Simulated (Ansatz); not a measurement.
Born–Oppenheimer molecular dynamics of a periodic cell of 40 atoms, H4C (contents 8 CH4, density as packed 0.53 g/cm³ with natural masses). It goes on from the last frame of an earlier run, with new velocities.

The calculation used Ansatz 0.2.0, DFT r2SCAN-D3(BJ), scalar-relativistic, plane waves, PAW. Settings: accuracy low, cutoff 500 eV, k mesh 1x1x1, fermi-dirac smearing 0.02 eV, no spin polarisation.

| Property | Result |
| --- | --- |
| ensemble | NVT, Langevin thermostat |
| time step | 0.5 fs |
| steps asked | 80 |
| set temperature | 700 K |
| friction | 0.01 /fs |
| seed | 488681 |

First frame:

```xyz
40
Lattice="7.3877 0.0000 0.0000 0.0000 7.3877 0.0000 0.0000 0.0000 7.3877" Properties=species:S:1:pos:R:3
C 3.122 2.208 5.300
H 2.252 2.112 4.699
H 3.550 3.220 5.248
H 3.985 1.682 4.803
H 2.981 1.687 6.247
C 5.647 3.353 0.740
H 6.242 4.251 0.884
H 4.683 3.643 1.049
H 6.050 2.554 1.385
H 5.556 3.019 -0.301
C -0.033 -0.185 7.343
H -0.295 -1.208 6.807
H -0.975 0.240 7.890
H 0.191 0.561 6.630
H 0.769 -0.581 7.876
C 4.519 5.908 5.628
H 5.115 6.805 5.633
H 4.372 5.529 6.591
H 5.052 5.222 4.909
H 3.536 6.083 5.280
C 1.684 4.591 -0.387
H 1.818 5.633 -0.797
H 2.639 4.102 -0.302
H 1.073 3.993 -1.052
H 1.218 4.659 0.590
C 2.008 1.843 1.747
H 2.361 2.699 2.187
H 1.717 1.054 2.516
H 2.828 1.397 1.175
H 1.221 2.063 1.016
C 3.397 6.188 2.294
H 3.951 7.090 2.587
H 2.445 6.176 2.720
H 3.994 5.317 2.478
H 3.281 6.199 1.095
C 6.674 2.467 3.952
H 7.414 3.337 4.072
H 6.726 1.885 4.890
H 6.918 1.822 3.172
H 5.715 2.973 3.768
```

Q: What does the run give?

A: The run went to its last step.

```yaml
steps_done: 80
time_covered: 40 fs
mean_temperature_over_the_second_half: 595 K
spread_of_the_potential_energy_over_the_second_half: 8.7 meV per atom
mean_potential_energy_of_the_second_half_above_the_start: 28.3 meV per atom
```

The mean temperature of the second half is 15 % below the set value. A run of 0.04 ps of so small a system gives no equilibrium averages. Limits of this set-up: coarse k mesh, low accuracy level.

Q: What happens to the structure?

A: Mean squared displacements from the first frame to the last, about the centre of mass: C 0.10 Å², H 0.41 Å². The details hang on the random start.

Q: How do temperature and energy run in time?

A: 
| time (fs) | T (K) | potential energy less start (eV) |
| --- | --- | --- |
| 0.0 | 682 | 0.000 |
| 2.0 | 616 | 0.530 |
| 4.0 | 569 | 0.905 |
| 6.0 | 617 | 0.728 |
| 8.0 | 587 | 0.901 |
| 10.0 | 664 | 0.645 |
| 12.0 | 768 | 0.168 |
| 14.0 | 647 | 0.951 |
| 16.0 | 656 | 0.833 |
| 18.0 | 591 | 1.307 |
| 20.0 | 498 | 1.830 |
| 22.0 | 762 | 0.520 |
| 24.0 | 599 | 1.163 |
| 26.0 | 585 | 1.222 |
| 28.0 | 621 | 1.006 |
| 30.0 | 432 | 1.854 |
| 32.0 | 605 | 1.028 |
| 34.0 | 591 | 1.074 |
| 36.0 | 534 | 1.208 |
| 38.0 | 677 | 0.668 |
| 40.0 | 559 | 1.370 |

The run took 20 min on 1 thread of Arm Neoverse V1, on a shared host, peak memory 0.74 GiB.
